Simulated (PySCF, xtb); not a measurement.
BI₂, SMILES I[B]I (connectivity only; charge and spin as stated), charge +1, multiplicity 1.

Harmonic wavenumbers (cm⁻¹) from xtb with GFN2-xTB at its own minimum, in rising order: 196, 196, 263, 1249.

Q: What does B3LYP-D3(BJ)/def2-TZVP (PySCF) give at its own minimum? (Estimate from the structure and the level; the computed values follow.)

A: 228, 230, 230, 1088. Paired by order, the mean absolute difference is 65 cm⁻¹ and the zero-point energies are 2.7 and 2.5 kcal/mol.
